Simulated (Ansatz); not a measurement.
Stepwise reaction of `[O]=[Mo]([F])([F])=[S]` with hydrogen chloride, as a gas-phase model of exchange steps in deposition or etching. ΔE in kJ/mol; ΔG adds harmonic PBE0-D4 terms to CCSD(T)/CBS, at 1 bar.

Program: Ansatz. Geometries: PBE0-D4/def2-TZVP. ΔE: electronic, gas phase. CCSD(T)/CBS is the MP2 limit (def2-TZVPP, def2-QZVPP) plus CCSD(T) − MP2 in def2-TZVPP, frozen cores. This one scheme is used for every species. DFT in def2-TZVPP. B3LYP here is the variant with VWN-RPA as its local correlation; programs differ in this. def2 core potentials past Kr. For Mo outer-core shells are correlated without core-valence functions, which leaves a few kJ/mol of doubt a bond.

```tsv
step	reaction	PBE-D4	B3LYP-D4	ωB97M-V	CCSD(T)/CBS	ΔG(600 K)
1	`[O]=[Mo]([F])([F])=[S]` + HCl → `[O]=[Mo]([F])(=[S])[Cl]` + H–F	-7.2	-8.0	-4.6	-21.3	-15.2
```

Question: Give the row of step 2, `[O]=[Mo]([F])(=[S])[Cl]` + HCl → `[O]=[Mo](=[S])([Cl])[Cl]` + H–F. (An estimate is asked.)

Answer: Computed: 
```json
{"step": "2", "reaction": "`[O]=[Mo]([F])(=[S])[Cl]` + HCl → `[O]=[Mo](=[S])([Cl])[Cl]` + H–F", "PBE-D4": "-8.8", "B3LYP-D4": "-10.0", "ωB97M-V": "-6.1", "CCSD(T)/CBS": "-23.1", "ΔG(600 K)": "-16.9"}
```

Question: By hand: ΔE of the 2 steps together at CCSD(T)/CBS.

Answer: (-21.3) + (-23.1) = -44.4 kJ/mol, or -22.2 kJ/mol a step.

In ΔE the steps differ by no more than 1.8 kJ/mol. All are downhill at CCSD(T)/CBS. ΔG lies between -16.9 and -15.2 kJ/mol a step. PBE-D4 differs from CCSD(T)/CBS by 14.1 to 14.3 kJ/mol a step. Isolated molecules leave out the surface, adducts and barriers. Largest T1 diagnostic: 0.025.
